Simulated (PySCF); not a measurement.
# Continuum solvent and chemical shifts

Structure with atom numbers: `[BH3-:1][P+:2]1([c:3]2[cH:4][cH:5][o:6][cH:7]2)[CH2:8][CH2:9]1`; H(Xn) means a hydrogen on atom n.

GIAO PBE0/pcSseg-1 in PySCF 2.14 on one PBE0-D3(BJ)/def2-SVP conformer, non-relativistic, equivalent nuclei averaged. Solvents enter as an IEF-PCM continuum (chloroform with ε = 4.7, acetonitrile with ε = 35.7) around the gas-phase geometry. Shifts are referred to BF3·OEt2, TMS computed in the same medium.

Gas phase, δ in ppm: B1 -48.3, C5 148.6, C7 145.9, C4 122.2, C3 118.9, C8/C9 10.7, H(C5) 7.46, H(C7) 7.14, H(C4) 7.14, Ha(C8)/Hb(C9) 1.35, Hb(C8)/Ha(C9) 1.34, H(B1) 1.28. Dipole moment 4.59 D.

**Question.** How does each δ change in the continuum?

**Answer.** 
```csv
atoms,environment,"Δδ, chloroform","Δδ, acetonitrile"
B1,"boron bonded to P, 3 H",+0.2,+0.3
C5,aromatic CH next to the ring oxygen,+1.6,+2.2
C7,aromatic CH next to the ring oxygen,+3.0,+4.5
C4,aromatic CH,-0.1,-0.3
C3,substituted aromatic carbon,-0.9,-1.3
C8/C9,three-membered-ring carbon,+1.3,+1.9
H(C5),hydrogen on an aromatic CH next to the ring oxygen,+0.19,+0.26
H(C7),hydrogen on an aromatic CH next to the ring oxygen,+0.28,+0.41
H(C4),hydrogen on an aromatic CH,+0.05,+0.05
Ha(C8)/Hb(C9),hydrogen on a three-membered-ring carbon,+0.19,+0.25
Hb(C8)/Ha(C9),hydrogen on a three-membered-ring carbon,+0.32,+0.48
H(B1),hydrogen on a boron bonded to P,-0.29,-0.39
```

Changes are relative to the gas phase. The dipole moment becomes 5.70 D in chloroform, 6.16 D in acetonitrile.

**Question.** Which of the listed nuclei move most (in ppm), and what does the model miss? (N and O are left out, as their reference compounds move with the solvent too.)

**Answer.** C7 (aromatic CH next to the ring oxygen, +4.5 ppm) in acetonitrile. A continuum only polarises the solute; specific hydrogen bonds, the anisotropy of aromatic solvents and changes of geometry or conformer are outside it.
